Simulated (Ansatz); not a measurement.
Isolated molecules relaxed with PBE0-D4/def2-TZVP in Ansatz; ΔE leaves out vibrations. CCSD(T)/CBS is the MP2 limit (def2-TZVPP, def2-QZVPP) plus CCSD(T) − MP2 in def2-TZVPP, frozen cores. DFT in def2-TZVPP. One conformer a species, not always the lowest.

Reaction (isomerisation): `COCC[SiH3]` → `C[SiH2]C(C)O`

| level | ΔE (kJ/mol) | difference from CCSD(T)/CBS |
| --- | --- | --- |
| PBE-D4 | -67.0 | 0.6 |
| B97M-V | -63.9 | 3.7 |
| r2SCANh-D4 | -66.7 | 0.9 |
| PBE-QIDH | -65.3 | 2.3 |
| revPBE | -63.8 | 3.8 |
| RPA@PBE/def2-TZVPP | -56.2 | 11.4 |
| MP2/def2-SVP | -53.8 | 13.8 |
| CCSD/def2-SVP | -46.7 | 20.9 |
| HF/def2-TZVPP | -47.0 | 20.6 |
| CCSD/def2-TZVPP | -61.6 | 6.0 |
| CCSD(T)/CBS | -67.6 | 0 |

Largest T1 diagnostic among the species: 0.010.

The D4 term adds −3.8 kJ/mol with B3LYP and −2.1 kJ/mol with PBE0; it sums over pairs of atoms, weighted by their polarisabilities, and B3LYP, whose exchange is more repulsive, gets the larger term. In def2-TZVPP, CCSD(T) changes the Hartree–Fock value by −16.1 kJ/mol (the triples alone add −1.5 kJ/mol) and MP2 by −21.2 kJ/mol. Leaving LDA and LC-ωPBE aside and taking each functional with its dispersion term where it has one, the values, not all of them listed here, spread over 6.9 kJ/mol, from PBE-D4 to BHLYP-D4.

CCSD(T)/CBS has its own doubt, a few kJ/mol and more with outer-core shells, so smaller differences from it don't rank the levels.

B3LYP here is the variant with VWN-RPA as its local correlation; programs differ in this.
